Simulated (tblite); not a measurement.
Run record: tight-binding relaxation, `[SiH3]O[SiH2][SiH2][SiH2][O][GeH3]`.

Computed with GFN2-xTB geometry optimisation, gas phase (tblite 0.8.0). Start geometry: from a force field or distance geometry. The command runs a driver script over a list of jobs; the input below is this job's line of settings and its coordinates in Å.

Command:
```bash
OMP_NUM_THREADS=1 python probes_run.py task.json out
```

Input:
```
{"job": {"kind": "relax", "xc": "GFN2-xTB", "basis": "xTB"}, "charge": 0, "multiplicity": 1}
Si    -2.838200     1.089300    -1.215700
O     -1.352200     0.839200    -0.423800
Si    -1.586800    -0.511800     0.634800
Si     0.334300    -0.990200     1.623400
Si     1.846700    -1.469500     0.061500
O      1.705000    -0.363100    -1.261500
Ge     2.487700     1.161400    -0.717100
H     -3.898800     1.395200    -0.231700
H     -3.205900    -0.095000    -2.008800
H     -2.717600     2.239500    -2.118500
H     -2.032600    -1.687400    -0.140000
H     -2.599400    -0.179000     1.660600
H      0.161600    -2.152200     2.534700
H      0.787500     0.168000     2.403800
H      3.201100    -1.453900     0.628000
H      1.567800    -2.820000    -0.436000
H      2.489100     2.176400    -1.881300
H      3.952900     0.887500    -0.286000
H      1.688100     1.774800     0.471700
```

Output:
```
step      E/eV     max force
  0    -631.60513    2.829
  1    -631.86702    1.930
  2    -632.06754    1.304
  3    -632.14778    1.019
  4    -632.31221    0.569
  5    -632.34758    0.514
  6    -632.45880    0.567
  7    -632.49240    0.458
  8    -632.54185    0.541
  9    -632.57750    0.470
... (266 lines left out)
276    -633.10865    0.014
277    -633.10869    0.018
278    -633.10872    0.017
279    -633.10874    0.012
280    -633.10877    0.011
281    -633.10879    0.012
282    -633.10881    0.011
283    -633.10883    0.012
284    -633.10885    0.010
285    -633.10886    0.007
```

«max force» is the largest atomic force in eV/Å.

Task: From which step on does the largest force stay under 0.1 eV/Å, and how much energy is left to gain from there?

Result: From step 230 (0.081 eV/Å), 4.2 meV above the end.

In short: energy lowered by 34.7 kcal/mol over 285 steps; largest atomic force 0.007 eV/Å at the end.

Task: Give the final coordinates.

Result: 1.224 Å rms from the input after alignment:
```
atom  x, y, z in Å
Si1   -2.0108    0.6154   -1.7013
O2    -1.5218    0.2667   -0.2017
Si3   -1.6394   -0.2757    1.3330
Si4    0.2884   -1.5234    1.6264
Si5    1.7875   -1.4632   -0.1374
O6     1.8471    0.0561   -0.7309
Ge7    1.7254    1.7582   -0.4981
H8    -2.7980    1.8474   -1.6370
H9    -2.8281   -0.5051   -2.1674
H10   -0.7758    0.7725   -2.4664
H11   -2.9279   -0.9761    1.4312
H12   -1.7873    0.9542    2.1295
H13   -0.0418   -2.9351    1.9115
H14    0.9196   -1.0907    2.8947
H15    3.1830   -1.8024    0.1881
H16    1.4051   -2.2403   -1.3244
H17    1.6435    2.3106   -1.8869
H18    2.9952    2.1794    0.1919
H19    0.5263    2.0609    0.3435
```

Task: How long does this job take on an Arm Neoverse N1 with one thread, shared host with 64 logical CPUs at a one-minute load of 61?

Result: About 5.9 s.
Labels such as C1 count atoms from 1, the log's own numbers from 0.
